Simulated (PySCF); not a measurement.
**Polarisability and C₆ of Se (selenium, neutral)**

[Ar] 3d10 4s2 4p4, high-spin 3P determinant. Calculation: PySCF 2.14, in aug-cc-pVDZ-DK (6s5p3d, 36 functions); the spin-free X2C one-electron Hamiltonian (Gaussian nucleus). Coupled (time-dependent) response in atomic units; α is the mean over directions. A double-zeta set is small for polarisabilities.

```csv
method,mean α (bohr³),"α xx, yy, zz",C₆ (like pair),S(−4)
UHF,23.69,"22.00, 27.07, 22.00",196.7,132.0
PBE,25.51,"23.32, 29.90, 23.32",213.6,173.0
PBE0,24.71,"22.74, 28.63, 22.74",205.8,153.6
wB97X,24.29,"22.36, 28.16, 22.36",200.9,147.2
PW91,25.55,"23.34, 29.98, 23.34",213.7,175.1
```

S(−4) is the Cauchy moment in α(ω) = α(0) + S(−4) ω² + …

Reference α: 28.9 ± 1 bohr³ (recommended; Schwerdtfeger and Nagle, table of static dipole polarizabilities (2023 update)). Published C₆: 210.0 (Chu and Dalgarno (2004); Tang, Norbeck and Certain (1976)).

Spin-orbit coupling is absent.

α(iu) at UHF:

```csv
u (hartree),α(iu) (bohr³)
0,23.69
0.0500,23.36
0.100,22.47
0.200,19.64
0.300,16.44
0.500,11.10
0.750,6.941
1.00,4.607
1.50,2.386
2.00,1.438
3.00,0.6813
5.00,0.2572
```

A single London oscillator, α(iu) = α/(1 + u²/ω²), gives C₆ = (3/4) ω α². Matching the computed C₆ needs ω = 4 × 196.7 / (3 × 23.69²) = 0.467 hartree.

The components differ because the open shell of this determinant is not spherical; for a pure term their mean is the scalar polarisability.
